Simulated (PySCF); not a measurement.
# Spinor energies of Pt⁶⁹⁺ (platinum, charge +69)

Start: [He] 2s2 2p5; 2p1/2 filled at m_j = -1/2, +1/2; 2p3/2 filled at m_j = -1/2, +1/2, +3/2. Calculated with PySCF 2.14 in an uncontracted even-tempered set (16 s from 56 bohr⁻², ratio 2.4; 13 p from 72 bohr⁻², ratio 2.4; 5 d from 250 bohr⁻², ratio 2.6; 4 f from 370 bohr⁻², ratio 2.6): generalised Hartree-Fock with the X2C-1e Hamiltonian and a Gaussian nucleus; one run each with spin-orbit coupling (SO) switched off, then screened by Boettger's factors.

| spinor shell | electrons | ε, spin-free (eV) | ε, screened SO (eV) | weight of nominal j (screened SO) | rms radius, screened SO (bohr) |
| --- | --- | --- | --- | --- | --- |
| 1s1/2 | 2 | -85622.6 | -85584.3 | 1.000 | 0.0193 |
| 2s1/2 | 2 | -20204.8 | -20193.9 | 1.000 | 0.0765 |
| 2p1/2 | 2 | -18437.6 | -19730.3 | 1.000 | 0.0646 |
| 2p3/2 | 3 | -18437.6 | -17923.1 | 1.000 | 0.0719 |

| quantity | spin-free | screened SO |
| --- | --- | --- |
| E (hartree) | -11762.02170 | -11801.93911 |
| M_J | 3/2 | 3/2 |
| ⟨J²⟩ | 3.750 | 3.750 |
| ⟨L²⟩ | 2.000 | 2.032 |
| ⟨S²⟩ | 0.750 | 0.782 |

Each row is a mean over spinors that exchange with the open shell spreads, by up to 69.197 eV (2s1/2).

Breit and QED terms are absent; they matter most for the inner s and p1/2 levels.

Densities and radii are taken from the X2C orbitals without a picture-change correction, which distorts them close to the nucleus.

Without spin-orbit coupling the j labels of p, d and f shells carry no meaning; the spin-free column gives the mean over the occupied spinors of each nl shell.
